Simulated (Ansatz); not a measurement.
Reaction (ligand exchange at a Mg–O bond): `C[O][Mg][O][SiH3]` + HCl → `[SiH3][O][Mg][Cl]` + CH₃OH

Isolated molecules relaxed with PBE0-D4/def2-TZVP in Ansatz; ΔE leaves out vibrations. CCSD(T)/CBS is the MP2 limit (def2-TZVPP, def2-QZVPP) plus CCSD(T) − MP2 in def2-TZVPP, frozen cores. This one scheme is used for every species. Functionals use def2-TZVPP. B3LYP here is the variant with VWN-RPA as its local correlation; programs differ in this. For Mg outer-core shells are correlated without core-valence functions, which leaves a few kJ/mol of doubt a bond. Each species was taken in one conformer, which may not be the lowest.

```tsv
species	B3LYP energy (Eh)
`C[O][Mg][O][SiH3]`	-681.99411
HCl	-460.83627
`[SiH3][O][Mg][Cl]`	-1027.08313
CH₃OH	-115.77851
```

Problem. Work out ΔE.

Solution. ΔE = (-1027.08313) + (-115.77851) − (-681.99411) − (-460.83627) = -0.03126 Eh = -0.85 eV. CCSD(T)/CBS gives -0.82 eV.

Largest T1 diagnostic among the species: 0.011.

At CCSD(T), def2-SVP lies +0.06 eV from the extrapolated value and def2-TZVPP +0.00 eV. From BLYP to BHLYP (50 % exact exchange), in def2-TZVPP and without D4, ΔE moves by −0.10 eV. Leaving LDA and LC-ωPBE aside and taking each functional with its dispersion term where it has one, the values, not all of them listed here, spread over 0.12 eV, from r2SCAN0-D4 to BLYP-D4. LDA lies +0.07 eV from PBE without D4.
